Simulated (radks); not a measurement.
Valence configurations of the dysprosium ion Dy2+ (all share [Xe]). All-electron calculation, scalar-relativistic Kohn-Sham, PBEsol, spin-polarised, spherical densities, finite nucleus; open shells are filled with parallel spins first (spin-orbit coupling, left out, can overturn this in heavy ions); Fermi nuclear charge, rms radius 5.2218 fm. Program: a radial shooting solver on a logarithmic mesh with Libxc functionals. Order these by energy: 4f9 6s1; 4f9.5 5d0.5; 4f9 5d1; 4f10; 4f9 6p1; 4f8.5 5d0.5 6s1; 4f8 6s1 6p1.

Answer. From the lowest, in eV above it: 4f10 0.000; 4f9.5 5d0.5 1.266; 4f9 5d1 3.391; 4f9 6s1 3.597; 4f8.5 5d0.5 6s1 7.169; 4f9 6p1 8.424; 4f8 6s1 6p1 18.995. NIST lists [Xe] 4f10 as the ground configuration; this level of theory agrees among the configurations tried. The energies are those of spherical high-spin densities, not of single terms.
